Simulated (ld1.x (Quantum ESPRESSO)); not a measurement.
## u(r) = r·R(r): atom against pseudo-atom (Cr)

Columns: radius, all-electron u(r) and pseudo u(r) of the 3s shell (level -73.99 eV) of chromium in the configuration [Ne] 3s2 3p6 3d5 4s1 4p0; PBE, scalar-relativistic, TM semilocal scheme, ld1.x (Quantum ESPRESSO) 7.5.

| r (bohr) | all-electron | pseudo |
| --- | --- | --- |
| 0.105 | -0.2018 | 0.0934 |
| 0.210 | -0.6155 | 0.2090 |
| 0.315 | -0.2464 | 0.3703 |
| 0.420 | 0.3228 | 0.5913 |
| 0.525 | 0.7830 | 0.8477 |
| 0.630 | 1.0577 | 1.0633 |
| 0.735 | 1.1670 | 1.1670 |
| 0.840 | 1.1594 | 1.1594 |
| 0.945 | 1.0812 | 1.0812 |
| 1.050 | 0.9675 | 0.9675 |
| 1.155 | 0.8413 | 0.8413 |
| 1.260 | 0.7168 | 0.7168 |
| 1.365 | 0.6016 | 0.6016 |
| 1.470 | 0.4991 | 0.4991 |
| 1.575 | 0.4105 | 0.4105 |
| 1.680 | 0.3353 | 0.3353 |
| 1.785 | 0.2723 | 0.2723 |
| 1.890 | 0.2202 | 0.2202 |
| 1.995 | 0.1774 | 0.1774 |
| 2.100 | 0.1425 | 0.1425 |
| 2.205 | 0.1142 | 0.1142 |
| 2.310 | 0.0913 | 0.0913 |
| 2.415 | 0.0728 | 0.0728 |
| 2.520 | 0.0580 | 0.0580 |
| 2.625 | 0.0462 | 0.0462 |
| 2.730 | 0.0367 | 0.0367 |

How many radial nodes do the two functions have?

The all-electron 3s function has n − l − 1 = 2 (the table is too coarse to show those close to the nucleus); the pseudo-wave has 0, since the states of the same l below it are removed with the core.

At about which radius was the pseudo-wave matched?

0.80 bohr, where the columns begin to agree (steps of 0.10 bohr).

Where does each function peak?

Outermost all-electron maximum near 0.73 bohr, pseudo maximum near 0.73 bohr (to the table’s step).

Is the pseudo-wave norm-conserving?

Yes: the TM semilocal scheme keeps the norm inside the radius equal to the all-electron one, which fixes the energy derivative of the logarithmic derivative at the level.
